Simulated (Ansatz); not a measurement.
Cost and result for the atomization energy of CH4GeSe, SMILES `[CH2]1[GeH2][Se]1` (7 atoms, 7 bonds).

Total charge 0; spin multiplicity 1. Correlated methods include outer-core shells of Ge, Se, which these sets cover unevenly. Scalar relativity is left out up to krypton. The structure was optimised at the PBE0-D4/def2-TZVP level. Program: Ansatz. All runs use 2 threads of an Arm Neoverse V1 on a shared host. Times are those of one run each, without the atoms' runs, and a repeat can differ threefold. Electronic energies, without spin–orbit coupling; frozen cores. CCSD(T)/CBS adds CCSD(T) − MP2 in def2-TZVPP to the MP2 limit, and its time is that of the two runs behind it. T1 = 0.011. With those shells the extrapolation isn't a true limit. B3LYP takes the VWN-RPA correlation (the form of Gaussian; ORCA's B3LYP/G). HSE06 is the plane-wave form, built on full-range PBE exchange.

CCSD(T)/CBS is a level of theory with its own doubt, some kJ/mol a heavy atom from the limit and from the frozen cores, so smaller differences don't rank the functionals.

```csv
level,functions,wall time,atomization (kJ/mol),difference from CCSD(T)/CBS,per bond
LDA (SPW92)/def2-TZVPP,183,1.5 s,2465.2,313.0,44.7
BLYP-D4/def2-TZVPP,183,2.6 s,2106.8,-45.4,-6.5
HSE06-D4/def2-TZVPP,183,4.7 s,2136.6,-15.6,-2.2
B3LYP-D4/def2-TZVPP (with forces),183,6.5 s,2117.0,-35.2,-5.0
r2SCAN-D4/def2-TZVPP (with forces),183,7 s,2149.4,-2.8,-0.4
B2PLYP/def2-TZVPP,183,7.5 s,2102.4,-49.8,-7.1
PBE-QIDH/def2-TZVPP,183,7.5 s,2130.7,-21.5,-3.1
CCSD(T)/def2-SVP,98,7.5 s,1988.4,-163.8,-23.4
B97M-V/def2-TZVPP,183,14 s,2153.8,1.6,0.2
ωB97M-V/def2-TZVPP (with forces),183,15 s,2118.8,-33.4,-4.8
MP2/def2-QZVPP,355,27 s,2145.1,-7.1,-1.0
CCSD(T)/def2-TZVPP,183,110 s,2097.9,-54.3,-7.8
CCSD(T)/CBS(def2),–,2.2 min,2152.2,0.0,0.0
```

In def2-TZVPP, CCSD(T) changes the Hartree–Fock value by +610.8 kJ/mol (the triples alone add +40.9 kJ/mol) and MP2 by +627.1 kJ/mol; breaking electron pairs costs correlation energy, which Hartree–Fock lacks. From BLYP to BHLYP (50 % exact exchange), in def2-TZVPP and without D4, the atomization energy moves by −32.7 kJ/mol: exact exchange takes away binding that semilocal exchange gives to molecules. The D4 term adds +24.4 kJ/mol with B3LYP and +12.4 kJ/mol with PBE0; it sums over pairs of atoms, weighted by their polarisabilities, and B3LYP, whose exchange is more repulsive, gets the larger term.
